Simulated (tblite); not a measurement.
Species: C7H11P.
Z-matrix (Å and degrees, GFN2-xTB geometry), rows numbered from 1:
```
C 
C   1  1.3218
C   2  1.4858  1  124.22
P   3  1.8804  2  110.18  1  -110.26
C   4  1.8715  3   96.30  2   165.58
C   5  1.4972  4  106.27  3   -80.86
C   6  1.3207  5  116.57  4   -12.62
C   7  1.4968  6  116.66  5     0.09
H   1  1.0787  2  121.71  3    -2.06
H   1  1.0767  2  122.00  3   178.83
H   2  1.0827  1  120.19  3  -177.96
H   3  1.0940  2  110.29  1   132.77
H   3  1.0930  2  111.34  1    10.95
H   5  1.0951  4  109.37  3   160.02
H   5  1.0930  4  110.66  3    42.00
H   6  1.0792  5  119.23  4   168.82
H   7  1.0792  6  124.15  5  -178.46
H   8  1.0948  4  109.64  3  -160.21
H   8  1.0935  4  110.05  3   -42.24
```

Level: GFN2-xTB in tblite, geometry and Hessian alike; calculated harmonic values, unscaled, isolated species. The method is semi-empirical: single wavenumbers can be off by several per cent or more. One conformer, not necessarily the lowest.

Harmonic wavenumbers (cm⁻¹): 58.5, 90.4, 118.9, 172.5, 259.8, 270.2, 360.1, 416.1, 487.6, 582.3, 639.3, 683.9, 718.2, 739.3, 778.7, 801.7, 836.4, 877.0, 879.5, 891.6, 955.7, 991.3, 1000.5, 1018.3, 1056.7, 1079.4, 1092.2, 1120.3, 1169.3, 1184.8, 1207.6, 1219.9, 1288.9, 1290.4, 1406.8, 1429.5, 1432.4, 1440.5, 1704.9, 1705.8, 2921.0, 2922.8, 2937.1, 2947.0, 2950.0, 2954.7, 3052.5, 3074.4, 3090.1, 3090.7, 3122.4.

A = 3008, B = 1257, C = 1105 MHz; mass 126.060 u (most abundant isotopes); point group C1, symmetry number 1.

Q: Zero-point energy?

A: ½Σν̃ = 34260 cm⁻¹ = 97.95 kcal/mol.

Q: Entropy at 350 K, 1 bar (ideal gas, RRHO, classical rotation)?

A: Translation 41.23, rotation 29.21, vibration 28.31: S = 98.8 cal/(mol K).

Q: And Cp and H(350 K) − H(0)?

A: Cp = 41.39 cal/(mol K), of which vibrations give 33.44 (their classical limit is 51 R = 101.3); H(350 K) − H(0) = 8.20 kcal/mol without the zero-point energy, 5.42 from vibrations.

Q: How do the functions run with temperature in this model?

A: 
```
 T (K)  S (cal/(mol K))  Cp (cal/(mol K))  H − H(0) (kcal/mol)  G − H(0) (kcal/mol)  ln q(vib)
    50             57.1              12.0                 0.47                -2.38       0.32
   100             66.8              16.3                 1.18                -5.50       1.22
298.15             92.6              35.7                 6.20               -21.40       5.32
373.15            101.5              43.8                 9.18               -28.68       6.98
   500            116.0              55.5                15.52               -42.49       9.88
   750            141.8              71.3                31.53               -74.79      15.69
  1000            163.8              81.5                50.72              -113.05      21.24
```

q(vib) and H(0) count from the zero-point level.

Q: Which modes carry the vibrational entropy at 350 K?

A: 58.5 cm⁻¹: 4.82; 90.4 cm⁻¹: 3.97; 118.9 cm⁻¹: 3.43; 172.5 cm⁻¹: 2.71; 259.8 cm⁻¹: 1.95; 270.2 cm⁻¹: 1.88 cal/(mol K); the other 45 give 9.55 together.

Q: What must be added to the electronic energy to get the Gibbs energy at 350 K and 1 bar?

A: ZPE + [H(350 K) − H(0)] − T·S = 97.95 + 8.20 − 34.56 = 71.59 kcal/mol.

Hindered rotation and anharmonicity are outside this model. Other conformers, if any are populated, would add a mixing term that is left out. The structure is chiral; the term R ln 2 for an equal mix with its mirror image is left out.
